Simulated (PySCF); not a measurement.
C6H5O2 (charge -1).
Numbering: `[CH2:1]=[CH:2][CH2:3][C:4]#[C:5][C:6](=[O:7])[O-:8]` (hydrogens: H9, H10 on C1; H11 on C2; H12, H13 on C3)

Structure optimised with GFN2-xTB, isolated species.

(1) What internal coordinates does the optimisation give?

## Answers

(1) 
| bond | length (Å) | order |
| --- | --- | --- |
| C1=C2 | 1.322 | double |
| C2–C3 | 1.494 | single |
| C3–C4 | 1.466 | single |
| C4≡C5 | 1.203 | triple |
| C5–C6 | 1.522 | single |
| C6=O7 | 1.237 | double |
| C6–O8 | 1.236 | single |
| C1–H9 | 1.079 | single |
| C1–H10 | 1.079 | single |
| C2–H11 | 1.083 | single |
| C3–H12, C3–H13 | 1.097 | single |

Bonds in one row agree within 0.01 Å and their mean is given. Orders are formal, as drawn. A selection of angles:
| angle | degrees |
| --- | --- |
| C2–C1–H9 | 122.3 |
| C2–C1–H10 | 121.7 |
| H9–C1–H10 | 116.0 |
| C1–C2–C3 | 124.6 |
| C1–C2–H11 | 120.3 |
| C3–C2–H11 | 115.0 |
| C2–C3–C4 | 110.1 |
| C2–C3–H12 | 109.7 |
| C4–C3–H12 | 108.3 |
| C4–C3–H13 | 109.8 |
| H12–C3–H13 | 108.5 |
| C3–C4–C5 | 179.7 |
| C4–C5–C6 | 179.2 |
| C5–C6–O7 | 114.2 |
| C5–C6–O8 | 114.8 |
| O7–C6–O8 | 131.0 |

Torsions: C1–C2–C3–C4 117° (anticlinal). The mirror-image conformer, all signs reversed, is as good.

C2 (alkene CH carbon) is planar (angles 124.6°, 120.3° and 115.0°, sum 360.0°, 0.02 Å off the plane of its three neighbours). The C–C distances run from 1.203 Å (C4≡C5, drawn triple) to 1.522 Å (C5–C6, drawn single), a spread of 0.319 Å. Of the pairs four or more bonds apart, H10···H13 is among the closest relative to their van der Waals radii: 2.43 Å, 101 % of the sum of Bondi's values. C1 (terminal =CH2 carbon) is planar (angles 122.3°, 121.7° and 116.0°, sum 360.0°, 0.00 Å off the plane of its three neighbours). C6 (carboxylate carbon) is planar (angles 131.0°, 114.8° and 114.2°, sum 360.0°, 0.00 Å off the plane of its three neighbours).

Point group: C1 (no symmetry element, even within 0.4 Å). Whether it is a minimum is left open (no frequencies).

These are computed values.
